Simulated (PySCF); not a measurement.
3-fluorobuta-1,2-diene (C4H5F), SMILES C=C=C(C)F. Coordinates come from a PBE-D3(BJ)/def2-SVP optimisation.

Calculation: PySCF with PBE-D3(BJ)/def2-SVP.

Harmonic wavenumbers (cm⁻¹): 175, 183, 237, 378, 444, 595, 620, 757, 870, 952, 967, 1006, 1194, 1272, 1342, 1389, 1393, 1446, 2040, 2967, 3030, 3042, 3099, 3108. Rotational constants (GHz): 9.321, 3.545, 2.660; symmetry number 1.

Task: Work out the zero-point energy and the ideal-gas rigid-rotor harmonic-oscillator thermochemistry at 298.15 K and 1 atm.

Result: ZPE = ½ Σ hcν = ½ × 32507 cm⁻¹ = 46.47 kcal/mol. H − E(el) = 50.69 kcal/mol. Entropy in cal/(mol K): translation 38.74, rotation 25.71, vibration 10.10, total 74.55. G − E(el) = 28.46 kcal/mol. Cp = 21.69 cal/(mol K).
